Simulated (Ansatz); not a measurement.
A nudged elastic band was laid between two geometries of C₂H₉ClOSi₂ (15 atoms, charge 0, multiplicity 1).

Method: Ansatz, RHF/6-31G*.

```json
{"movable images": "9", "climbing image": "yes", "spring": "5.0 eV/Å²", "optimiser": "quadratic models (default)", "start path": "through a guess of the saddle point", "force threshold": "0.05 eV/Å", "iteration limit": "58", "end points": "relaxed"}
```

Initial state:

```xyz
15
Properties=species:S:1:pos:R:3
C -2.467 0.339 0.210
Si -0.674 0.832 0.429
Cl -0.240 0.897 2.461
C 0.486 -0.372 -0.462
O 0.084 -1.687 -0.076
Si 2.364 -0.137 -0.220
H -3.128 1.019 0.737
H -2.634 -0.664 0.588
H -2.737 0.352 -0.843
H -0.408 2.185 -0.090
H 0.266 -0.213 -1.523
H 0.495 -2.330 -0.637
H 2.753 -0.269 1.192
H 2.773 1.187 -0.735
H 3.046 -1.191 -1.004
```

Final state:

```xyz
15
Properties=species:S:1:pos:R:3
C -2.408 0.426 -0.076
Si -0.675 0.965 0.409
Cl -0.575 0.570 2.484
C 0.661 0.213 -0.564
O 0.355 -1.755 -0.010
Si 2.497 0.071 -0.539
H -3.153 0.960 0.505
H -2.570 -0.636 0.088
H -2.580 0.634 -1.128
H -0.494 2.415 0.233
H 0.142 -1.964 0.893
H -0.262 -2.200 -0.579
H 3.103 -0.357 0.742
H 2.944 1.450 -0.844
H 2.995 -0.843 -1.585
```

(1) What changes between the two ends?

(2) What energy profile does the band end with?

(3) What is the geometry of the highest image?

Answers

(1) Bonds broken: C4–O5, C4–H11. Bonds formed: O5–H11. C2H9ClOSi2 becomes C2H7ClSi2 + H2O.

(2) It converged. The highest image is number 4 of 0 to 10, 86.5 kcal/mol above the first end and 19.0 kcal/mol above the last; the last end lies 67.5 kcal/mol above the first. The profile has 2 maxima (images 4, 7) with wells between them (image 5): this band takes more than one step, which may be the mechanism or a detour left from its start path. Neighbouring images differ by up to 1.8 eV, so the band resolves the path poorly. A vibrational analysis at the climbing image gives one clearly imaginary mode, 1798i cm⁻¹: a first-order saddle point. The orbitals stay closed-shell, which can raise the energy where a bond breaks towards radicals; this wasn't checked here.

```json
{"image": "0", "path coordinate (Å)": "0.00", "energy (kcal/mol)": "0.0", "C4–O5 (Å)": "1.43", "C4–H11 (Å)": "1.10", "O5–H11 (Å)": "2.07"}
{"image": "1", "path coordinate (Å)": "0.40", "energy (kcal/mol)": "0.1", "C4–O5 (Å)": "1.43", "C4–H11 (Å)": "1.10", "O5–H11 (Å)": "2.07"}
{"image": "2", "path coordinate (Å)": "0.80", "energy (kcal/mol)": "6.0", "C4–O5 (Å)": "1.45", "C4–H11 (Å)": "1.08", "O5–H11 (Å)": "1.91"}
{"image": "3", "path coordinate (Å)": "1.20", "energy (kcal/mol)": "47.0", "C4–O5 (Å)": "1.59", "C4–H11 (Å)": "1.10", "O5–H11 (Å)": "1.53"}
{"image": "4", "path coordinate (Å)": "1.60", "energy (kcal/mol)": "86.5", "C4–O5 (Å)": "1.77", "C4–H11 (Å)": "1.32", "O5–H11 (Å)": "1.12"}
{"image": "5", "path coordinate (Å)": "2.39", "energy (kcal/mol)": "69.7", "C4–O5 (Å)": "2.04", "C4–H11 (Å)": "2.20", "O5–H11 (Å)": "0.95"}
{"image": "6", "path coordinate (Å)": "3.19", "energy (kcal/mol)": "70.0", "C4–O5 (Å)": "2.19", "C4–H11 (Å)": "2.51", "O5–H11 (Å)": "0.95"}
{"image": "7", "path coordinate (Å)": "3.98", "energy (kcal/mol)": "70.4", "C4–O5 (Å)": "2.18", "C4–H11 (Å)": "2.65", "O5–H11 (Å)": "0.95"}
{"image": "8", "path coordinate (Å)": "4.77", "energy (kcal/mol)": "69.2", "C4–O5 (Å)": "2.17", "C4–H11 (Å)": "2.80", "O5–H11 (Å)": "0.95"}
{"image": "9", "path coordinate (Å)": "5.57", "energy (kcal/mol)": "67.9", "C4–O5 (Å)": "2.13", "C4–H11 (Å)": "2.80", "O5–H11 (Å)": "0.95"}
{"image": "10", "path coordinate (Å)": "6.36", "energy (kcal/mol)": "67.5", "C4–O5 (Å)": "2.07", "C4–H11 (Å)": "2.67", "O5–H11 (Å)": "0.95"}
```

(3) 
```xyz
15
Properties=species:S:1:pos:R:3
C -2.454 0.412 0.133
Si -0.687 0.923 0.484
Cl -0.411 0.815 2.556
C 0.560 -0.059 -0.457
O -0.043 -1.719 -0.310
Si 2.416 -0.078 -0.297
H -3.152 1.036 0.684
H -2.624 -0.620 0.421
H -2.675 0.510 -0.926
H -0.423 2.324 0.117
H 0.030 -1.026 -1.186
H 0.681 -2.336 -0.331
H 2.923 -0.341 1.065
H 2.880 1.246 -0.749
H 2.957 -1.138 -1.176
```

Run time: 10 min on 2 threads of AMD EPYC 7R13 Processor (Zen 3), with other jobs on the host, peak memory 0.34 GiB.
